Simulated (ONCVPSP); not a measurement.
# Before and after: ONCV potential for rhenium

```json
{"Element": "Re (Z = 75)", "Generator": "ONCVPSP 4.0.1", "Type": "optimised norm-conserving Vanderbilt (ONCV)", "Functional": "LDA (Perdew-Zunger)", "Relativity": "scalar-relativistic", "Frozen core": "[Kr] 4d10 4f14", "Valence charge": "15", "Reference configuration": "5s2 5p6 5d5 6s1.5 (charge +0.5)", "Partial waves": "5s+6s: rc 1.35 bohr, ncon 3, nbas 7, qcut 7 1/bohr, 2 projectors; 5p: rc 1.45 bohr, ncon 4, nbas 8, qcut 7.4 1/bohr, 3 projectors, debl 1 Ha; 5d: rc 1.65 bohr, ncon 4, nbas 7, qcut 4.9 1/bohr, 3 projectors, debl 2.9 Ha", "Local potential": "polynomial inside 1.05 bohr (lpopt 5, dvloc0 6 Ha)", "Core correction": "polynomial model core, fcfact 0.45"}
```

In the p channel the program set the typed energies aside and used -1.874, 0.250, 1.250 Ha.

Change: s: qcut 6; p: qcut 6.3; d: qcut 4.2.

Cutoffs: the cutoffs (Ha) at which the residual kinetic energy of the hardest occupied pseudo-wave falls to 1 and 0.1 mHa per electron; they do not see the model core or the augmentation charge, which bear on the density cutoff. Errors are all-electron minus pseudo energies relative to the spin-unpolarised reference configuration.

**Question.** How do hardness, ghosts and transferability respond?

**Answer.** The potential gets harder (24 Ha and 66 Ha → 47 Ha and 102 Ha); of the 4 tests that both files solve, the error grows in 2 and shrinks in 0 by more than 15 % and 0.3 meV (median size 6.2 → 7.2 meV); neither file shows a bound ghost.

```tsv
quantity	base	changed
cutoff, loose	24 Ha	47 Ha
cutoff, tight	66 Ha	102 Ha
loose cutoff by channel	s 22 Ha, p 24 Ha, d 24 Ha	s 38 Ha, p 26 Ha, d 47 Ha
bound ghosts	none	none
GHOST(+) flags under 300 eV	s at 172.4 eV	s at 157.2 eV
error for 5s2 5p6 5d5 6s2, meV [ΔE -3.90 eV]	+1.1	+1.0
error for 5s2 5p6 5d5 6s1, meV [ΔE 5.61 eV]	-2.0	-2.2
error for 5s2 5p6 5d5 6s0, meV [ΔE 22.29 eV]	-10	-12
error for 5s1 5p6 5d5 6s2, meV [ΔE 88.16 eV]	-291	-367
s: phases at 1.37 bohr within 0.05 rad from the reference energy up to (Ha; the scan ends near 5)	3.8	3.4
p: phases at 1.47 bohr within 0.05 rad from the reference energy up to (Ha; the scan ends near 5)	to the end of the scan	to the end of the scan
d: phases at 1.68 bohr within 0.05 rad from the reference energy up to (Ha; the scan ends near 5)	to the end of the scan	to the end of the scan
rms error of d²Exc/dni dnj with the model core, mHa	0.24	0.48
```
